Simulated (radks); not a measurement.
Spherical jellium clusters: N electrons in a uniform positive sphere of charge N and radius rs N^(1/3), rs = 3.82 bohr. Method: non-relativistic Kohn-Sham, PBE, spin-polarised, spherical densities; computed with a radial shooting solver with Libxc functionals. Levels are named by radial order and angular momentum (1s, 1p, 1d, 2s, ...), and open shells are averaged over m.

N = 6, configuration 1s2 1p(up 3, down 1). This is the lowest configuration that the search found. Occupied and some empty levels:

| level | occupation | eigenvalue (eV) | <r> (bohr) |
|---|---|---|---|
| 1s up | 1 | -4.7462 | 4.843 |
| 1s down | 1 | -4.3609 | 4.624 |
| 1p up | 3 | -3.2438 | 5.915 |
| 1p down | 1 | -2.7231 | 5.930 |
| 1d up | 0 | -1.4822 | 7.144 |
| 2s up | 0 | -1.0716 | 8.067 |
| 1d down | 0 | -0.98705 | 7.461 |
| 2s down | 0 | -0.87830 | 8.252 |

Energy (eV): total -10.0813, kinetic 11.369, external -163.87, Hartree 79.683, exchange-correlation -21.939, background 84.675.
